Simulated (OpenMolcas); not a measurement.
**Ti2+: ligand-field states by method**

Ti2+ with 6 ligands (chloride) in octahedral coordination (Oh) at 2.62 Å. A charge of +0.667 e stands 2.8 Å behind each ligand. Ligand basis ANO-RCC-VDZP.
```
Ti    0.0000    0.0000    0.0000
Cl    2.6200    0.0000    0.0000
Cl    0.0000    2.6200    0.0000
Cl   -2.6200    0.0000    0.0000
Cl    0.0000   -2.6200    0.0000
Cl    0.0000    0.0000    2.6200
Cl    0.0000    0.0000   -2.6200
```

```json
{
  "Program": "OpenMolcas 26.06",
  "Basis": "ANO-RCC-VDZP [5s4p2d1f]",
  "Scalar Hamiltonian": "DKH2, point nucleus",
  "Active space": "2 electrons in 5 orbitals (3d)",
  "State averaging": "2S+1 = 3 even, 10 roots; 2S+1 = 1 even, 15 roots",
  "Spin-orbit coupling": "RASSI with atomic mean-field integrals over the reference wave functions"
}
```

I. CASSCF
II. SS-CASPT2, IPEA 0.25 Eh, imaginary shift 0.1 Eh (closed shells correlated: 3s 3p and the ligand valence shells)
III. SS-CASPT2, IPEA 0.25 Eh, real shift 0.3 Eh (closed shells correlated: 3s 3p and the ligand valence shells)

Spin-free states (labels of O, the rotations of Oh) in cm-1, each column counted from its own energy of the first state listed:

```csv
State,Degeneracy,I,II,III
3T1,3,0,0,0
3T2,3,5171,5850,5830
3A2,1,11258,12440,12400
1T2,3,11471,8540,8620
1E,2,11982,9620,9650
3T1,3,16868,14650,14680
1T2,3,19187,16810,16860
1A1,1,20830,17160,17260
1T1,3,21175,19250,19280
1E,2,24872,23160,23190
1A1,1,44830,36470,36760
```

From I to II, I's first state of the same spin (3T2) moves from 5171 to 5850 cm-1, by about +680 cm-1.

From I to II, I's first state of another spin (1T2) moves from 11471 to 8540 cm-1, by about -2900 cm-1.

I: A least-squares ligand-field fit to the states below 45000 cm-1, each weighted by its degeneracy and with a free common offset, gives 10Dq = 6089 cm-1, B = 832 cm-1 and C = 3006 cm-1 (C/B = 3.61), with an rms deviation of 75 cm-1. The same method and metal basis give the free ion B = 884 cm-1 (fit to its terms below 60000 cm-1, rms deviation 77 cm-1), so the nephelauxetic ratio is β = 832 / 884 = 0.94; it hangs on how both fits weigh the states, and computed free-ion B values tend to be too large, so β mixes covalency with correlation.

χT at 300 K: I 1.12, II 1.12, III 1.12 cm3 K/mol.

Roots that are degenerate in the reference are averaged as groups; the widest CASPT2 spread within a group is 83 cm-1 (the 3-fold group of multiplicity 3 near 5850 cm-1 above the lowest state of its run, II). Shifts and gaps below about the spread of the groups concerned are not significant. Over all roots computed the reference weight is 0.67 to 0.68 in II, 0.72 to 0.73 in III; a low but even weight reflects the number of correlated electrons. An orbital triplet at a regular site is open to Jahn-Teller coupling, which can distort the site and quench the lowest spin-orbit gaps and is left out. Ligand-to-metal charge-transfer states are missing. With no ligand orbital active B as a rule stays too high, so bands that hang on it stand too high and its fall with covalency is understated. Without dynamic correlation the repulsion within the d shell is too large (B by tens of per cent), so at a given field states of lower spin stand too high (holds for I). With metal d orbitals alone and no dynamic correlation the field as a rule comes out too small, by tens of per cent, by up to half for chloride and softer ligands (holds for I). These CASPT2 states fit no ligand-field parameters well, so their order and spin gaps are uncertain (holds for II; III). With one d shell and no ligand orbital active, 10Dq can be off by tens of per cent for divalent 3d ions, low with halides held by bare charges and at times high in hosts (holds for II; III). Free-ion shares, where given, are those of the reference states; single-state CASPT2 does not remix them (holds for II; III). No measured value stands beside these numbers; the geometry is a model, was not optimised and need not be the one that this ion takes.
